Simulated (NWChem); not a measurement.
Ionisation of Cl$_{3}$Si

```xyz
4

Cl    -0.9693    -0.1513     1.6793
Si    -0.0009     0.5455     0.0000
Cl    -0.9693    -0.1513    -1.6793
Cl     1.9393    -0.1467     0.0000
```
Charge 0, spin multiplicity 2.

Program: NWChem. All single points use one geometry, from UPBE0/def2-SVP, a minimum by its harmonic frequencies.

Basis set: def2-TZVP. The species with one electron less has spin multiplicity 1 and keeps the geometry of the parent. Δ marks differences of total energies (open shells unrestricted). −ε marks an orbital energy of the parent. That orbital need not have the symmetry of the hole or added electron in the Δ rows. That singlet is a closed-shell solution.

B3LYP has NWChem's definition, with VWN1-RPA local correlation. The structure started from a generated list of species. The unpaired electrons of the parent sit in orbitals of symmetry a' (Cs labels of the run); other states weren't searched. The stability of the SCF solutions was not checked.

Task: Order these methods by the first vertical ionisation energy they give, lowest first: −ε(alpha HOMO) of B3LYP, −ε(alpha HOMO) of BLYP, −ε(alpha HOMO) of BHandHLYP, −ε(alpha HOMO) of PBE, ΔBHandHLYP.

Result: −ε(alpha HOMO) of BLYP (5.75 eV), −ε(alpha HOMO) of PBE (5.96 eV), −ε(alpha HOMO) of B3LYP (6.89 eV), −ε(alpha HOMO) of BHandHLYP (8.22 eV), ΔBHandHLYP (9.36 eV)
